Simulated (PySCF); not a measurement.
# EPR parameters of C4H6NSi

C₄H₆NSi (doublet state).
Cartesian coordinates in Å at the GFN2-xTB level; atoms count from 1:
```xyz
12
C4H6NSi angstrom
C     -2.3037   -0.8114    0.3370
C     -1.3970   -0.0089   -0.1073
Si    -0.0082    1.1746   -0.1567
C      1.5371    0.1051   -0.5744
C      1.7848   -0.8402    0.4621
N      1.9594   -1.5830    1.3162
H     -2.5055   -0.9704    1.3942
H     -2.9370   -1.3993   -0.3192
H      0.2725    1.9058    1.0872
H     -0.1991    2.1139   -1.2683
H      2.4147    0.7430   -0.6850
H      1.3832   -0.4299   -1.5118
```

The hyperfine couplings belong to this conformer and change with its torsions.

The species is `C=[C][SiH2]CC#N` [radical].

Level of theory: UKS B3LYP, pcH-1 on C H N Si, non-relativistic, mean-field spin-orbit, GIAO in PySCF 2.14.0. One conformer (not necessarily the lowest) at the GFN2-xTB geometry, without solvent, vibrations or thermal averaging. A GFN2-xTB geometry isn't a minimum of the functional, and hyperfine couplings can be far from their values at a DFT geometry. Stability of the SCF solution: not tested.

* g1, g2, g3: 2.00171, 2.00207, 2.00286
* g_iso: 2.00221
* Form of g: rhombic: the two nearest values differ by 31 % of g3 − g1
* ⟨S²⟩: 0.7582 (exact 0.7500)
* Total energy: -500.20846 Eh

Hyperfine couplings atom by atom, in G; T1 to T3 are the principal values of the dipolar part; ρ(0) is the spin density at the nucleus (MHz turned into gauss with g_iso; 10 G = 1 mT):

| atom | isotope | a_iso | of which spin–orbit | T1 | T2 | T3 | Mulliken spin population | ρ(0) (bohr⁻³) |
| --- | --- | --- | --- | --- | --- | --- | --- | --- |
| C1 | 13C | -17.8 | 0.0 | -5.7 | 1.3 | 4.3 | -0.18 | -0.0445 |
| C2 | 13C | 43.1 | -0.1 | -28.1 | -21.9 | 50.1 | 0.98 | 0.1075 |
| Si3 | 29Si | 6.4 | 0.0 | -1.7 | -0.1 | 1.8 | -0.02 | -0.0201 |
| C4 | 13C | 0.7 | 0.0 | -0.3 | -0.2 | 0.4 | 0.00 | 0.0018 |
| C5 | 13C | 0.0 | 0.0 | -0.2 | -0.1 | 0.3 | 0.00 | -0.0001 |
| N6 | 14N | 0.0 | 0.0 | -0.1 | 0.0 | 0.1 | 0.00 | 0.0002 |
| H7 | 1H | 68.3 | 0.0 | -1.7 | -0.9 | 2.5 | 0.08 | 0.0428 |
| H8 | 1H | 58.9 | 0.0 | -2.0 | -1.4 | 3.4 | 0.07 | 0.0369 |
| H9 | 1H | 32.0 | 0.0 | -1.3 | -0.5 | 1.7 | 0.05 | 0.0201 |
| H10 | 1H | 10.1 | 0.0 | -1.3 | -0.9 | 2.2 | 0.01 | 0.0063 |
| H11 | 1H | -0.4 | 0.0 | -0.5 | -0.4 | 0.8 | 0.00 | -0.0002 |
| H12 | 1H | -0.1 | 0.0 | -0.9 | -0.7 | 1.6 | 0.00 | -0.0001 |

Largest spin populations (Mulliken): C2 (+0.98), C1 (-0.18), H7 (+0.08) and H8 (+0.07). No atom but C2 exceeds +0.15.

Axes: g1 points within 9° of the C1–C2 bond.

Under fast tumbling the dipolar parts average out, and these isotropic splittings remain: 1 × 1H (H7, I = 1/2, 2 lines) with 6.83 mT, 1 × 1H (H8, I = 1/2, 2 lines) with 5.89 mT and 2 × 1H (H9/H10, I = 1/2, 3 lines) with 2.11 mT.

Nuclei that the bonding pattern makes equivalent are averaged, as if the motion that swaps them (rotation, inversion, ring flip) were fast. The 1H value of +59.0 MHz is a mean of couplings from 28.3 to 89.7 MHz in this one geometry, not an average over conformers.

The 29Si coupling of Si3 (17.8 MHz) shows only in satellite lines or after enrichment, since that isotope makes up about 4.7 % of natural silicon.

The 13C coupling of C2 (120.7 MHz) shows only in satellite lines or after enrichment, since that isotope makes up about 1.07 % of natural carbon.

β density exceeds α density at some nuclei, such as C1 (-0.0445) and Si3 (-0.0201), spin density in bohr⁻³. In a single determinant that takes different orbitals for the two spins, that is spin polarisation.
